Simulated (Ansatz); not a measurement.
System: C$_{2}$H$_{6}$Cl$_{3}$NSi, net charge 0, singlet state. 
Coordinates optimised at B3LYP-D3(BJ)/def2-TZVP (Ansatz, a first-principles code):
SMILES: Cl[Si](Cl)(Cl)N(C)C
```xyz
13

C     -2.4456    -0.6024    -0.4403
N     -1.3750     0.3845    -0.3674
C     -1.8641     1.7425    -0.1626
Si     0.2140    -0.0531     0.0004
Cl     0.5426    -0.3724     2.0088
Cl     1.5007     1.4280    -0.5804
Cl     0.7023    -1.7917    -0.9617
H     -3.1244    -0.3498    -1.2599
H     -3.0271    -0.6339     0.4884
H     -2.0442    -1.5955    -0.6292
H     -2.5370     2.0189    -0.9794
H     -2.4153     1.8333     0.7806
H     -1.0403     2.4527    -0.1498
```
Charge 0, spin multiplicity 1.

Dipole moments at this geometry, in debye (magnitudes).

```csv
level,program,dipole (D)
SVWN5/def2-TZVPD,Ansatz,2.65
PBE/def2-TZVPD,Ansatz,2.60
BLYP/def2-TZVPD,Ansatz,2.58
revPBE/def2-TZVPD,Ansatz,2.59
r2SCAN/def2-TZVPD,Ansatz,2.63
B97M-V/def2-TZVPD,Ansatz,2.53
B3LYP/def2-TZVPD,Ansatz,2.63
PBE0/def2-TZVPD,Ansatz,2.64
r2SCAN0/def2-TZVPD,Ansatz,2.66
CAM-B3LYP/def2-TZVPD,Ansatz,2.66
LC-wPBE/def2-TZVPD,Ansatz,2.71
wB97M-V/def2-TZVPD,Ansatz,2.59
wB97X-V/def2-TZVPD,Ansatz,2.66
CCSD(T)/aug-cc-pV(D+d)Z,Ansatz,2.65
```
